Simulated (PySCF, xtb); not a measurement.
HfF2, SMILES [F][Hf][F] (connectivity only; charge and spin as stated), neutral, multiplicity 3.

Harmonic wavenumbers (cm⁻¹) from GFN2-xTB (xtb) at its own minimum, in rising order: 51, 509, 567.

Problem. What does PySCF with PBE-D3(BJ)/def2-TZVP give at its own minimum? (Estimate from the structure and the level; the computed values follow.)

Solution. 96, 598, 619. Paired by order, the mean absolute difference is 62 cm⁻¹ and the zero-point energies are 1.6 and 1.9 kcal/mol.
